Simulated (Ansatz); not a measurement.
C2H10BNSi can be A, `CB(C)[SiH2]N`, or B, `CB(N)C[SiH3]`.

Computed with Ansatz on PBE0-D4/def2-TZVP structures; ΔE is electronic, products minus reactants. CCSD(T)/CBS adds triple-zeta CCSD(T) − MP2 to the extrapolated MP2 energy (def2 sets, frozen cores). DFT in def2-TZVPP. B3LYP here is the variant with VWN-RPA as its local correlation; programs differ in this. Each species was taken in one conformer, which may not be the lowest.

Q: Which isomer does CCSD(T)/CBS put lower? Give the gap. (An estimate is asked.)

A: Computed: B, by 126.5 kJ/mol.

Q: Give E(B) − E(A) in kJ/mol with HF/def2-TZVPP, BLYP-D4, ωB97M-V, CCSD(T)/def2-TZVPP, PBE0-D4, B3LYP, LDA (SPW92). (Estimate.)

A: Computed: HF/def2-TZVPP -123.4, BLYP-D4 -124.5, ωB97M-V -130.4, CCSD(T)/def2-TZVPP -129.6, PBE0-D4 -125.2, B3LYP -123.6, LDA (SPW92) -132.8. None reverses the order clearly.

Q: Does the order hold for the free energy at 298.15 K (harmonic terms from PBE0-D4)? (Estimate.)

A: Ansatz gave: Yes: G(B) − G(A) = -116.5 kJ/mol, for one conformer each. Modes under 60 cm⁻¹, often nearly free rotors, make the harmonic entropy too high.

Largest T1 diagnostic: 0.011.

In def2-TZVPP, CCSD(T) changes the Hartree–Fock value by −6.2 kJ/mol (the triples alone add −1.5 kJ/mol) and MP2 by −11.1 kJ/mol. Leaving LDA and LC-ωPBE aside and taking each functional with its dispersion term where it has one, the values, not all of them listed here, spread over 8.0 kJ/mol, from ωB97M-V to B97M-V. LDA lies −11.0 kJ/mol from PBE without D4.
